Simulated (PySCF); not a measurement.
SiI2Me2, C2H6I2Si.
SMILES: `C[Si](C)(I)I`

Level of theory: PySCF 2.14.0, PBE0-D3(BJ)/def2-SVP geometry optimisation, gas phase, def2 core potentials past Kr.

Take the most abundant isotopes and a rigid rotor. 

Problem. What are A, B and C (cm⁻¹)?

Solution. Ia = 284.00, Ib = 1106.46, Ic = 1228.83 u·Å²; 505379 MHz·u·Å²/I gives 1780, 456.8 and 411.3 MHz, that is A = 0.05936, B = 0.01524, C = 0.01372 cm⁻¹.

Problem. Classify the top.

Solution. A near-prolate asymmetric top; Ray's κ = -0.934.

Problem. What does the inertial defect say?

Solution. Not planar: Δ = Ic − Ia − Ib = -161.63 u·Å². For a rigid frame Δ = −2 Σ m c², so Σ m c² = 80.81 u·Å² lies off the ab plane: 22.28 from hydrogen and 58.54 from heavier atoms. The atom farthest from that plane is 2.45 Å away.

Problem. Give the other two planar moments, Paa and Pbb, and the rms extents of the mass along the axes.

Solution. Paa = Σ m a² = (Ib + Ic − Ia)/2 = 1025.64 and Pbb = Σ m b² = (Ia + Ic − Ib)/2 = 203.18 u·Å². With the mass M = 311.83 u, the rms extents √(P/M) along a, b and c are 1.81, 0.81, 0.51 Å.

Problem. Where do the levels up to J = 5 lie, in cm⁻¹?

Solution. Above 0(0,0):
J = 1: 1(0,1) 0.0290, 1(1,1) 0.0731, 1(1,0) 0.0746
J = 2: 2(0,2) 0.0868, 2(1,2) 0.1295, 2(1,1) 0.1340, 2(2,1) 0.2664, 2(2,0) 0.2664
J = 3: 3(0,3) 0.1735, 3(1,3) 0.2140, 3(1,2) 0.2231, 3(2,2) 0.3533, 3(2,1) 0.3534, 3(3,1) 0.5777, 3(3,0) 0.5777
J = 4: 4(0,4) 0.2890, 4(1,4) 0.3267, 4(1,3) 0.3419, 4(2,3) 0.4690, 4(2,2) 0.4696, 4(3,2) 0.6936, 4(3,1) 0.6936, 4(4,1) 1.0077, 4(4,0) 1.0077
J = 5: 5(0,5) 0.4330, 5(1,5) 0.4676, 5(1,4) 0.4903, 5(2,4) 0.6137, 5(2,3) 0.6151, 5(3,3) 0.8385, 5(3,2) 0.8385, 5(4,2) 1.1525, 5(4,1) 1.1525, 5(5,1) 1.5564, 5(5,0) 1.5564

Problem. Predict some low-J microwave lines.

Solution. The dipole components are |μa| = 0.01 D, |μb| = 2.46 D, |μc| = 0.00 D. Intensities carry the squares of the components, which stand as 0.00 : 1.00 : 0.00 (a : b : c). Some lines, for components of 0.1 D or more:

```tsv
type	branch	J(Ka,Kc)	MHz	lower level (cm⁻¹)
b	Q	4(1,3) ← 4(0,4)	1587	0.289
b	Q	4(2,2) ← 4(1,3)	3829	0.342
b	Q	3(2,1) ← 3(1,2)	3907	0.223
b	R	2(2,0) ← 1(1,1)	5797	0.073
b	R	3(2,1) ← 2(1,2)	6715	0.129
b	Q	3(3,1) ← 3(2,2)	6728	0.353
b	R	3(3,0) ← 2(2,1)	9332	0.266
b	Q	4(4,1) ← 4(3,2)	9417	0.694
b	R	4(3,2) ← 3(2,1)	10197	0.353
b	R	4(4,1) ← 3(3,0)	12891	0.578
```

Atoms past krypton carry def2 core potentials. No PBE0-D3(BJ)/def2-SVP frequencies stand behind this structure, so it isn't proved a minimum. Constants of a rigid frame at the computed geometry: no zero-point averaging, no centrifugal distortion. A rigid rotor knows nothing of internal rotation, which can split or shift real lines. Quadrupole hyperfine structure (127I) is left out.
